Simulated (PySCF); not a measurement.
# Computed properties of C₂H₁₀OSi₂, SMILES OCC[SiH2][SiH3]

2-(disilanyl)ethanol (C₂H₁₀OSi₂), SMILES OCC[SiH2][SiH3]. Geometry: B3LYP-D3(BJ)/def2-SVP. Other conformers were not sampled. All values are computed for the isolated molecule unless a solvent is named; none is compared with measurement here.

**Structure.** All 39 harmonic modes at B3LYP-D3(BJ)/def2-SVP (PySCF) are real, so it is a minimum. With heavy atoms numbered as in [OH:1][CH2:2][CH2:3][SiH2:4][SiH3:5], the shortest bond between them is O1–C2 at 1.411 Å and the longest Si4–Si5 at 2.353 Å.

**Vibrations.** The strongest infrared lines (harmonic, unscaled, degenerate partners summed) lie at 794 cm⁻¹ (260 km/mol, H 79 %, Si 13 %), 884 cm⁻¹ (189 km/mol, H 88 %, Si 9 %), 2213 cm⁻¹ (168 km/mol, H 96 %). The softest mode is at 56 cm⁻¹ and the zero-point energy is 70.3 kcal/mol.

**Electronic structure.** HF/def2-TZVP (PySCF) places the frontier levels at -10.77 and 2.97 eV, a gap of 13.74 eV, and gives a dipole moment of 1.71 D and a mean polarisability of 80.7 bohr³. PBE/def2-TZVP (PySCF) at the same geometry gives -6.31 and -0.79 eV, so its gap is 8.22 eV narrower. An orbital gap is neither the optical nor the fundamental gap.

**Excitations.** TDDFT-ωB97X/def2-SVPD (PySCF) has S1 at 7.30 eV (170 nm, f = 0.042, weak); the most intense of the 10 singlets computed lies at 8.24 eV (f = 0.35). T1 (TDA) is at 6.47 eV. TDDFT-PBE/def2-SVPD (PySCF) puts S1 at 5.70 eV. No vertical singlet excitation falls in the visible range (under 3.1 eV).

**NMR.** GIAO shifts at HF/pcSseg-1 (PySCF) (non-relativistic, atoms alike by connectivity averaged): ¹³C from 16.2 to 58.2 ppm against TMS; ¹H from 0.6 to 3.8 ppm against TMS; ²⁹Si from -94.4 to -63.5 ppm against TMS.

**Solvation.** SMD-M06-2X/6-31G* (PySCF) gives -3.2 kcal/mol in water, -4.1 kcal/mol in ethylethanoate, -4.0 kcal/mol in tetrahydrofuran (1 M in both phases, gas-phase geometry).
